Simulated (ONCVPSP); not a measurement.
## lanthanum (La), ONCV: configuration errors across variants

```json
{
 "Element": "La",
 "Generator": "ONCVPSP 4.0.1",
 "Type": "optimised norm-conserving Vanderbilt (ONCV)",
 "Functional": "LDA (Perdew-Zunger)",
 "Relativity": "scalar-relativistic",
 "Frozen core": "[Kr] 4d10",
 "Valence charge": "11",
 "Reference configuration": "5s2 5p6 5d1 6s1.5 (charge +0.5)",
 "Partial waves": "5s+6s: rc 2.10 bohr, ncon 4, nbas 8, qcut 5.3 1/bohr, 2 projectors; 5p: rc 2.20 bohr, ncon 4, nbas 9, qcut 7.6 1/bohr, 2 projectors, debl 0.7 Ha; 5d: rc 3.65 bohr, ncon 3, nbas 8, qcut 4.5 1/bohr, 2 projectors, debl 1 Ha; f scattering state at 0.05 Ha: rc 2.90 bohr, ncon 3, nbas 6, qcut 3.5 1/bohr, 1 projector",
 "Local potential": "polynomial inside 1.45 bohr (lpopt 5, dvloc0 4 Ha)",
 "Core correction": "Teter function fitted to the true core (icmod 2), fcfact 0.45"
}
```

In the p channel the program set the typed energies aside and used -0.929, 0.250 Ha. In the f channel the program set the typed energies aside and used -0.272 Ha.

All-electron excitation energies from the reference (eV): (1) 5s2 5p6 5d1 6s2 -2.482; (2) 5s2 5p6 5d1 6s1 3.681; (3) 5s2 5p6 5d1 6s0 14.833; (4) 5s1 5p6 5d1 6s2 41.719.

Errors AE − PS in meV (a dash: test not solved or not reliable):

| change | (1) | (2) | (3) | (4) | bound ghosts | GHOST(+) flags above zero |
| --- | --- | --- | --- | --- | --- | --- |
| base | +0.3 | -0.7 | -3.8 | -55 | none | s, d |
| p: rc 2.34 | +0.3 | -0.6 | -3.7 | -51 | none | s, d |
| local potential polynomial inside 1.45 bohr (lpopt 5, dvloc0 7 Ha) | +0.3 | -0.7 | -3.8 | -55 | none | s |
| s: nproj 4 | +0.3 | -0.7 | -3.8 | -55 | none | s, d |
| core correction Teter function, fcfact 2.5, rcfact 1.3 | +0.4 | -0.6 | -3.4 | -45 | none | s, d |
| s: qcut 3.3 | +0.2 | -0.8 | -7.1 | -172 | none | s, d |
| local potential polynomial inside 1.70 bohr (lpopt 5, dvloc0 3 Ha) | +0.3 | -0.7 | -3.8 | -55 | none | s, d |
| core correction Teter function fitted to the true core (icmod 2), fcfact 0.44 | +0.3 | -0.7 | -3.8 | -55 | none | s, d |

Give the same row for: p: nbas 7.

+0.4, -0.6, -3.7, -55; bound ghosts: none; GHOST(+) flags above zero: s, d.
